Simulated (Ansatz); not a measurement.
Geometry optimisation, Ansatz 0.2.0, DFT PBE, scalar-relativistic, plane waves, PAW.

Input file:

```yaml
crystal:
  lattice:
    - [0.0, 5.43, 5.43]
    - [5.43, 0.0, 5.43]
    - [5.43, 5.43, 0.0]
  atoms:
    - { symbol: Si, position: [0.0, 0.0, 0.0] }
    - { symbol: Si, position: [0.125, 0.125, 0.125] }
    - { symbol: Si, position: [0.0, 0.0, 0.5] }
    - { symbol: Si, position: [0.125, 0.125, 0.625] }
    - { symbol: Si, position: [0.0, 0.5, 0.0] }
    - { symbol: Si, position: [0.125, 0.625, 0.125] }
    - { symbol: Si, position: [0.0, 0.5, 0.5] }
    - { symbol: Si, position: [0.125, 0.625, 0.625] }
    - { symbol: Si, position: [0.5, 0.0, 0.0] }
    - { symbol: Si, position: [0.625, 0.125, 0.125] }
    - { symbol: Si, position: [0.5, 0.0, 0.5] }
    - { symbol: Si, position: [0.625, 0.125, 0.625] }
    - { symbol: Si, position: [0.5, 0.5, 0.0] }
    - { symbol: Si, position: [0.625, 0.625, 0.125] }
    - { symbol: Si, position: [0.5, 0.5, 0.5] }
    - { symbol: Si, position: [0.625, 0.625, 0.625] }
    - { symbol: Ge, position: [0.2506834, 0.744374, 0.7456905] }
basis:
  ecutwfc: 420.0
kpoints:
  mp_grid: { grid: [2, 2, 2] }
hamiltonian:
  xc: pbe
  pseudopotentials: { kind: paw, azcp: { folder: soft_1 } }
scf:
  occupations: { method: gaussian, width: 0.02 }
  lower_state_search: "off"
relax:
  f_tol: 0.03
  max_steps: 60
  adjacent_minimum: "off"
```

Command:

```bash
$ ansatz run input.yaml --threads 1 --pin off --max-ram 3072MiB --backend cpu --events-out ev --progress --plain --runs-dir out
```

Task: Where does it end, and by what steps?

Result: It converged. The force dipped under the threshold on the way, but the program's further checks kept it going. Limits of this set-up: coarse k mesh. After 14 steps the energy has fallen by 0.355 eV; Si8 moved furthest, 0.08 Å.

```tsv
step	energy less start (eV)	largest force component (eV/Å)	accepted
0	0.0000	1.204	yes
1	-0.3145	0.397	yes
2	-0.3520	0.067	yes
3	-0.3519	0.125	no
4	-0.3520	0.067	yes
5	-0.3517	0.127	no
6	-0.3540	0.014	yes
7	-0.3545	0.021	yes
8	-0.2152	0.587	no
9	-0.3548	0.024	yes
10	-0.3234	0.310	no
11	-0.3552	0.018	yes
12	-0.3549	0.041	no
13	-0.3554	0.006	yes
14	-0.3554	0.005	yes
```

```xyz
17
Lattice="0.0000 5.4300 5.4300 5.4300 0.0000 5.4300 5.4300 5.4300 0.0000" Properties=species:S:1:pos:R:3
Si 0.030 -0.001 -0.002
Si 1.343 1.363 1.363
Si 2.712 2.657 -0.002
Si 4.093 4.018 1.407
Si 2.712 -0.001 2.658
Si 4.093 1.410 4.020
Si 5.428 2.714 2.713
Si 6.760 4.019 4.021
Si -0.003 2.714 2.713
Si 1.343 4.064 4.064
Si 2.712 5.429 2.769
Si 4.080 6.794 4.063
Si 2.712 2.771 5.428
Si 4.080 4.064 6.793
Si 5.393 5.429 5.429
Si 6.760 6.839 6.836
Ge 8.143 5.429 5.429
```

Whether the end is a true minimum wasn't checked by a vibrational analysis.

Time of the run: 76 s on 1 thread of Arm Neoverse V2, with other jobs on the host, peak memory 0.54 GiB.
